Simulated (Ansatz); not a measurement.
CH3Si (SMILES C[Si]) moved off its minimum; all values from Ansatz (a program for electronic structure), cores frozen in correlated methods. Open shells are unrestricted.
(charge 0, multiplicity 2)
```xyz
5

C     -1.26337    -0.07434     0.08470
Si     0.84618     0.00233    -0.04819
H     -1.30057    -0.70756    -1.06939
H     -1.44898     1.11420    -0.22572
H     -1.50854    -0.50550     0.83034
```

### Question
Give the forces (eV/Å), the total energy and the dipole at MP2/aug-cc-pV(T+d)Z.

### Answer

```
atom      Fx      Fy       Fz
----  ------  ------  -------
C1     6.512   7.258  -14.613
Si2   -1.875  -0.156    0.187
H3    -0.346   1.687    3.629
H4    -0.228  -3.467    1.309
H5    -4.063  -5.322    9.488
```
Energy -328.6779 hartree, dipole 0.37 D.
